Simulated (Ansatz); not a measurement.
The cluster Cu₂Au was relaxed with PBE0-D4 (def2-TZVP) in Ansatz in these states: neutral doublet, neutral quartet. The geometries follow in no particular order.

In the def2 sets Au takes a core potential; there is no spin–orbit coupling.

A:

Cartesian coordinates in Å:
```
Au 0.739 1.254 0.371
Cu 0.327 -1.245 0.518
Cu -1.065 -0.009 -0.889
```

B:

Cartesian coordinates in Å:
```
Au -1.400 -0.120 -0.284
Cu 0.960 -0.344 -0.969
Cu 0.440 0.464 1.253
```

Q: Judge from the bond lengths which geometry belongs to which state (an estimate).

A: A is the neutral doublet (Cu2–Cu3 2.333 Å, Au1–Cu2 2.537 Å, Au1–Cu3 2.537 Å); B is the neutral quartet (Cu2–Cu3 2.421 Å, Au1–Cu2 2.467 Å, Au1–Cu3 2.467 Å).

At PBE0-D4/def2-TZVP a doublet lies 2.33 eV below the neutral quartet. These are the stationary points nearest to one start from a short search; other shapes may lie lower in each state.
